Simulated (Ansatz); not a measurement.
Energy profile

The step: Si₂H₄F₂ ([F][SiH]([F])[SiH3]) + H₂O + NH₃ → SiNH₃F₂ ([NH2][SiH]([F])[F]) + SiH₄ + H₂O; bonds formed: Si2–H8, H6–O9; dative contacts that become bonds: Si1–N7; bonds broken: Si1–Si2, H6–N7, H8–O9 (atoms numbered as in the saddle structure below).

Si1  (-1.371, 0.209, -0.469)
Si2  (1.112, -1.479, -0.626)
F3  (-2.691, 1.079, -0.754)
F4  (-1.795, -0.557, 0.859)
H5  (-1.191, -0.546, -1.713)
H6  (0.272, 1.124, 1.091)
N7  (-0.268, 1.546, -0.015)
H8  (0.895, -0.369, 1.057)
O9  (0.864, 0.411, 1.850)
H10  (2.409, -2.116, -0.212)
H11  (0.245, -2.628, -1.047)
H12  (1.457, -0.804, -1.931)
H13  (0.527, 1.611, -0.645)
H14  (-0.740, 2.446, 0.020)
H15  (0.274, 0.073, 2.536)
(Å)

Electronic energies by CCSD(T) at an estimated basis limit (MP2 extrapolated from triple and quadruple zeta, plus CCSD(T) − MP2 in triple zeta), on PBE0-D4/def2-TZVP structures; Si$_{2}$NH$_{9}$OF$_{2}$, singlet; no counterpoise correction. Ansatz 0.2.0; basis: def2-TZVPP and def2-QZVPP; cores frozen in the correlated methods. Extrapolation: Hartree–Fock as exp(−7.88 √X), correlation as X^−2.97.

Give the profile in kcal/mol, counted from the separated reactants. (To be estimated.)

By the calculation:
| point | kcal/mol |
| --- | --- |
| separated: Si$_{2}$H$_{4}$F$_{2}$ (linked as [F][SiH]([F])[SiH3]; Si1, Si2, F3, F4, H5, H10, H11, H12; singlet) + NH$_{3}$ (H6, N7, H13, H14; singlet) + H$_{2}$O (H8, O9, H15; singlet) | 0.00 |
| start structure | -13.45 |
| saddle | 28.45 |
| end structure | -27.84 |
| separated: SiNH$_{3}$F$_{2}$ (linked as [NH2][SiH]([F])[F]; Si1, F3, F4, H5, N7, H13, H14; singlet) + SiH$_{4}$ (Si2, H8, H10, H11, H12; singlet) + H$_{2}$O (H6, O9, H15; singlet) | -21.48 |

T1 diagnostic: at most 0.013.

For scale, one of the runs: CCSD(T)/def2-TZVPP, 334 basis functions, launched by `ansatz run in.yaml --threads 4 --pin off --events-out ev --progress --plain --max-ram 46080MiB --backend cuda --devices 0, --max-vram 37GiB`. The run took 6 s on 4 CPU threads of an AMD EPYC 7R13 and a share of one NVIDIA H100 (shared host), with 0.87 GiB of host memory at its peak.
